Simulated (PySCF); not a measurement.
## Two-component Hartree-Fock for Zn⁺ (zinc, charge +1)

Start: [Ar] 3d9 4s1 4p1; 3d3/2 filled at m_j = -3/2, -1/2, +1/2, +3/2; 3d5/2 filled at m_j = -3/2, -1/2, +1/2, +3/2, +5/2; 4s1/2 filled at m_j = +1/2; 4p3/2 filled at m_j = +3/2. Calculated with PySCF 2.14 in x2c-TZVPall-2c with one added diffuse shell each of s, p, d type (7s8p5d1f, 63 functions): generalised Hartree-Fock with the X2C-1e Hamiltonian and a Gaussian nucleus; one run each with spin-orbit coupling (SO) switched off, then screened by Boettger's factors. This is a chosen level, not necessarily the ground level.

```json
{"spinor shell": "1s1/2", "electrons": "2", "ε, spin-free (eV)": "-9749.2", "ε, screened SO (eV)": "-9749.1", "weight of nominal j (screened SO)": "1.000", "rms radius, screened SO (bohr)": "0.0580"}
{"spinor shell": "2s1/2", "electrons": "2", "ε, spin-free (eV)": "-1253.7", "ε, screened SO (eV)": "-1253.6", "weight of nominal j (screened SO)": "1.000", "rms radius, screened SO (bohr)": "0.244"}
{"spinor shell": "2p1/2", "electrons": "2", "ε, spin-free (eV)": "-1085.0", "ε, screened SO (eV)": "-1101.7", "weight of nominal j (screened SO)": "0.999", "rms radius, screened SO (bohr)": "0.217"}
{"spinor shell": "2p3/2", "electrons": "4", "ε, spin-free (eV)": "-1085.0", "ε, screened SO (eV)": "-1076.8", "weight of nominal j (screened SO)": "1.000", "rms radius, screened SO (bohr)": "0.220"}
{"spinor shell": "3s1/2", "electrons": "2", "ε, spin-free (eV)": "-176.93", "ε, screened SO (eV)": "-176.94", "weight of nominal j (screened SO)": "1.000", "rms radius, screened SO (bohr)": "0.726"}
{"spinor shell": "3p1/2", "electrons": "2", "ε, spin-free (eV)": "-124.24", "ε, screened SO (eV)": "-127.69", "weight of nominal j (screened SO)": "0.954", "rms radius, screened SO (bohr)": "0.761"}
{"spinor shell": "3d3/2", "electrons": "4", "ε, spin-free (eV)": "-39.920", "ε, screened SO (eV)": "-40.664", "weight of nominal j (screened SO)": "0.819", "rms radius, screened SO (bohr)": "0.926"}
{"spinor shell": "3d5/2", "electrons": "5", "ε, spin-free (eV)": "-39.920", "ε, screened SO (eV)": "-39.389", "weight of nominal j (screened SO)": "0.855", "rms radius, screened SO (bohr)": "0.935"}
{"spinor shell": "4s1/2", "electrons": "1", "ε, spin-free (eV)": "-21.663", "ε, screened SO (eV)": "-21.673", "weight of nominal j (screened SO)": "0.998", "rms radius, screened SO (bohr)": "2.49"}
{"spinor shell": "4p3/2", "electrons": "1", "ε, spin-free (eV)": "-14.275", "ε, screened SO (eV)": "-14.223", "weight of nominal j (screened SO)": "1.000", "rms radius, screened SO (bohr)": "3.02"}
```

Q: Where does 3p3/2 lie, and what is the 3p spin-orbit splitting (screened SO)?

A: At -122.59 eV, 5.109 eV above 3p1/2.

| quantity | spin-free | screened SO |
| --- | --- | --- |
| E (hartree) | -1793.53833 | -1793.59283 |
| M_J | 9/2 | 9/2 |
| ⟨J²⟩ | 24.764 | 24.764 |
| ⟨L²⟩ | 12.013 | 12.015 |
| ⟨S²⟩ | 3.751 | 3.752 |

Each row is a mean over spinors that exchange with the open shell spreads, by up to 8.455 eV (3p3/2).

Rows whose weight is well below 1 are mixtures of j = l ± 1/2: exchange outweighs spin-orbit coupling there, and the label is only the starting occupation.

Without spin-orbit coupling the j labels of p, d and f shells carry no meaning; the spin-free column gives the mean over the occupied spinors of each nl shell.
